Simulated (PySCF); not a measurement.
## Relaxation of singlet [SnBr3]+

Level of theory: PySCF, PBE0, basis Sn def2-SVP with ECP28, Br def2-SVP (scalar-relativistic core potentials, no spin–orbit coupling, density fitting). A (50,194) grid was used.

A hand-made trigonal pyramidal start, of C3v symmetry, held to at least that symmetry:

```xyz
4
charge 1 multiplicity 1, angstrom
Sn    0.0000    0.0000   -0.7757
Br    2.1978    0.0000    0.3929
Br   -1.0989    1.9034    0.3929
Br   -1.0989   -1.9034    0.3929
```

(1) What does it relax to?

(2) How much energy is released, and in how many steps?

Results:

(1) It ends at D3h with Sn–Br 2.402 Å (×3); Br–Sn–Br 120.0° (×3). A frequency run shows a minimum. Other isomers or separated fragments may lie lower.

(2) 130.0 kJ/mol in 7 steps.

The relaxation took of the order of 4 core-minutes on a shared host.
